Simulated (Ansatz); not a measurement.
Compare A (`C[SiH]1C=N1`) with its isomer B (`C#C[SiH2]N`).

Program: Ansatz. Geometries: PBE0-D4/def2-TZVP. ΔE: electronic, gas phase. CCSD(T)/CBS adds triple-zeta CCSD(T) − MP2 to the extrapolated MP2 energy (def2 sets, frozen cores). Functionals use def2-TZVPP. One conformer a species, not always the lowest.

A:

Z-matrix (Å, degrees):
```
C
Si 1 1.855
H 1 1.093 2 110.6
H 1 1.091 2 110.2 3 120.1
H 1 1.093 2 111.0 3 -119.7
C 2 1.778 1 123.9 3 -136.3
N 2 1.793 1 119.4 3 -86.9
H 2 1.479 1 114.5 3 57.9
H 6 1.092 2 162.0 1 -80.8
```

B:

```xyz
9

C     0.224    2.331   -0.616
C     0.344    1.198   -0.215
Si    0.507   -0.529    0.386
N    -0.847   -1.536    0.097
H     0.120    3.331   -0.969
H     0.724   -0.456    1.851
H     1.677   -1.118   -0.307
H    -1.052   -1.835   -0.843
H    -1.697   -1.387    0.617
```

Task: Which isomer does CCSD(T)/CBS put lower? Give the gap. (Best estimate.)

Result: The calculation gave: B, by 58.5 kJ/mol.

Task: Give E(B) − E(A) in kJ/mol with CCSD/def2-TZVPP, r2SCAN-D4, BLYP-D4, CCSD(T)/def2-SVP, MP2/def2-TZVPP, LDA (SPW92), PBE0-D4. (Best estimate.)

Result: Computed: CCSD/def2-TZVPP -60.1, r2SCAN-D4 -35.2, BLYP-D4 -50.1, CCSD(T)/def2-SVP -41.4, MP2/def2-TZVPP -61.6, LDA (SPW92) -18.2, PBE0-D4 -29.5. None reverses the order clearly.

Task: Does the order hold for the free energy at 298.15 K (harmonic terms from PBE0-D4)? (Estimate.)

Result: Computed: Yes: G(B) − G(A) = -65.8 kJ/mol, for one conformer each.

Largest T1 diagnostic: 0.014.

Leaving LDA and LC-ωPBE aside and taking each functional with its dispersion term where it has one, the values, not all of them listed here, spread over 38.7 kJ/mol, from BHLYP-D4 to revPBE-D4. LDA lies +6.0 kJ/mol from PBE without D4. At CCSD(T), def2-SVP lies +17.2 kJ/mol from the extrapolated value and def2-TZVPP +3.6 kJ/mol.
